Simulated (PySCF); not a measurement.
C₅H₃ClO₂.
SMILES: `c1(=O)ccocc1Cl`

The calculation used TDDFT PBE0/def2-SVPD, vertical, gas phase, core orbitals frozen in the response in PySCF 2.14.0, density-fitted response routines. Isolated species at its GFN2-xTB geometry, gas phase.

| state | λ (nm) | E (eV) | f | \|μ\| (D) | symmetry | main configurations (H = HOMO, L = LUMO) |
| --- | --- | --- | --- | --- | --- | --- |
| S1 | 300.9 | 4.12 | 0.0000 | 0.03 | – | H-1→L (98%) |
| S2 | 241.3 | 5.14 | 0.0001 | 0.08 | – | H-1→L+1 (99%) |
| S3 | 233.5 | 5.31 | 0.104 | 2.27 | A′ | H→L (88%), H-2→L+1 (8%) |
| S4 | 227.9 | 5.44 | 0.064 | 1.76 | A′ | H→L+1 (97%) |
| S5 | 203.3 | 6.10 | 0.073 | 1.78 | A′ | H-2→L (89%), H-2→L+1 (8%) |
| S6 | 194.8 | 6.37 | 0.0008 | 0.18 | – | H-3→L (88%), H-3→L+1 (8%) |

Triplets, Tamm–Dancoff:

```json
{"state": "T1", "E (eV)": "3.59", "λ (nm)": "345.4", "main configurations (H = HOMO, L = LUMO)": "H→L (86%)"}
{"state": "T2", "E (eV)": "3.66", "λ (nm)": "338.6", "main configurations (H = HOMO, L = LUMO)": "H-1→L (96%)"}
```

The lowest singlet lies at 4.12 eV (301 nm, ultraviolet) and is dark (f under 0.0005); its leading configuration is HOMO-1→LUMO (98%). The most intense listed level is S3 at 5.31 eV (233 nm, f = 0.104), 1.19 eV above S1. Löwdin shares by element: HOMO oxygen 32%, chlorine 20%, carbon 19% or more (atoms not listed hold the other 30%); LUMO carbon 36% or more, oxygen 34% (atoms not listed hold the other 30%). Orbital energies (eV): HOMO-3 -9.30, HOMO-2 -8.58, HOMO-1 -7.64, HOMO -7.56, LUMO -1.64, LUMO+1 -1.13, LUMO+2 0.24. Weighted by f, the mean energy of these states is 5.59 eV. The listed states span 2.25 eV, and the widest gap between neighbours is 1.02 eV (S1 to S2). No computed singlet lies in the visible range (380 to 750 nm); the lowest, at 301 nm, stands 0.86 eV above its violet end (3.26 eV). Symmetry labels in Cs follow from the direction of the transition dipole and are given only for states with f of 0.002 or more. The window holds the lowest 6 singlets.
